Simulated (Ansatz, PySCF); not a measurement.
Caution: the highest occupied level lies above zero, so the state may not be bound. Caution: the restricted solution is unstable towards spin-unrestricted or complex orbitals, so a lower solution exists and this singlet may not be the ground state. This singlet is an excited state, 0.24 eV above the relaxed triplet at the level B3LYP/aug-cc-pVTZ // PBE0-D3(BJ)/def2-TZVPD (Ansatz, an electronic-structure program).

Cartesian coordinates (Å):
```xyz
8

C      2.5055     1.3764    -0.3076
C      1.5000     0.5678    -0.3948
B      0.3824    -0.2724    -0.4556
Si    -1.5015    -0.5959    -0.1746
H      3.4867     1.0714    -0.6903
H     -2.2183    -0.3534    -1.4727
H     -2.2900     0.2111     0.8374
H     -1.8650    -2.0050     0.2065
```
Charge -1, spin multiplicity 1.

Problem. Predict the HOMO and total energy from PySCF with PBE0-D3(BJ)/def2-TZVPD.

Solution. 
| Item | Value |
|---|---|
| HOMO | 0.17 eV |
| total energy | -10684.13 eV |
